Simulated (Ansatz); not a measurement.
`[SiH]O[SiH3]` + `[NH2][Al]([NH2])[OH]` → `[NH2][Al]([NH2])[O][SiH3]` + `O[SiH]`  (ligand exchange at the Si–O bond)

Calculated with Ansatz (gas phase, PBE0-D4/def2-TZVP geometries, no zero-point term in ΔE). CCSD(T)/CBS is the MP2 limit (def2-TZVPP, def2-QZVPP) plus CCSD(T) − MP2 in def2-TZVPP, frozen cores. This one scheme is used for every species. One conformer a species, not always the lowest.

```csv
species,SCS-MP2/def2-QZVPP energy (Eh)
`[SiH]O[SiH3]`,-655.68148
`[NH2][Al]([NH2])[OH]`,-429.65450
`[NH2][Al]([NH2])[O][SiH3]`,-719.95726
`O[SiH]`,-365.38639
```

Q: Work out ΔE.

A: ΔE = (-719.95726) + (-365.38639) − (-655.68148) − (-429.65450) = -0.00767 Eh = -20.1 kJ/mol. CCSD(T)/CBS gives -19.5 kJ/mol.

Largest T1 diagnostic among the species: 0.016.

At CCSD(T), def2-SVP lies −7.4 kJ/mol from the extrapolated value and def2-TZVPP −1.3 kJ/mol. Leaving LDA and LC-ωPBE aside and taking each functional with its dispersion term where it has one, the values, not all of them listed here, spread over 5.0 kJ/mol, from r2SCAN-D4 to BLYP-D4.
